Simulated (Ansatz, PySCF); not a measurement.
Sb(Cl)2(OMe) (CH₃Cl₂OSb), SMILES C[O][Sb]([Cl])[Cl].

The structure is a stationary point at PBE0-D3(BJ)/def2-SVP. The structure was generated by enumeration; whether it is a known compound was not checked. The def2 effective core potentials stand for the cores of Sb; spin–orbit coupling is left out. Other conformers were not sampled.

Vertical ionisation energy (IE) and electron affinity (EA) in eV. Rows of orbital energies are one-electron estimates. Where ΔSCF, EOM or ADC give a negative EA the extra electron is unbound and the value depends on the basis.

| level | IE | EA |
|---|---|---|
| −ε(HOMO), −ε(LUMO), r2SCAN/def2-TZVP (PySCF) | 7.28 | 2.33 |
| −ε(HOMO), −ε(LUMO), PBE/def2-TZVP (PySCF) | 6.93 | 2.48 |
| ΔSCF, PBE0/def2-SVPD (Ansatz), final states of multiplicity 2 and 2 | ___ | ___ |
| ΔSCF, PBE/def2-SVPD (Ansatz), final states of multiplicity 2 and 2 | 9.99 | 0.23 |

Q: Some entries are withheld; supply them. (Estimate from the structure and the level; the computed values follow.)

A: 
- ΔSCF, PBE0/def2-SVPD (Ansatz, a quantum-chemistry and plane-wave program), final states of multiplicity 2 and 2, IE: 10.46
- ΔSCF, PBE0/def2-SVPD (Ansatz), final states of multiplicity 2 and 2, EA: 0.26

Q: What vertical singlet–triplet gap does ΔSCF give with PBE0/def2-SVPD (Ansatz) and with PBE/def2-SVPD (Ansatz)? (An estimate is asked for; the answer gives what the named calculation found.)

A: 4.71 and 4.52 eV (triplet above singlet where positive).
